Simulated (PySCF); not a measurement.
Ligands exchanged one at a time, Al I-H. Isolated molecules, 0 K electronic values unless said otherwise. Strings in code marks are SMILES.

The HOMO–LUMO gap from two functionals at the same geometries (B3LYP-D3(BJ)/def2-TZVP), both in PySCF: PBE-D3(BJ)/def2-TZVP and ωB97X-D3(BJ)/def2-TZVP. 

| species | ωB97X-D3(BJ)/def2-TZVP (eV) |
|---|---|
| 0 of 3 I replaced by H | 9.91 |
| 1 of 3 I replaced by H (`[AlH]([I])[I]`) | 9.97 |
| 2 of 3 I replaced by H | 9.92 |
| 3 of 3 I replaced by H (`[AlH3]`) | 11.25 |

Task: What does PBE-D3(BJ)/def2-TZVP give for each?

Result: 
- 0 of 3 I replaced by H: 3.87
- 1 of 3 I replaced by H (`[AlH]([I])[I]`): 4.04
- 2 of 3 I replaced by H: 3.92
- 3 of 3 I replaced by H (`[AlH3]`): 4.78
Over these rows, drawn at random from the members with no instability flagged (it was tested for open shells, ions and some series alone), PBE minus ωB97X-D3(BJ): mean -6.11 eV, from -6.47 eV to -5.93 eV.
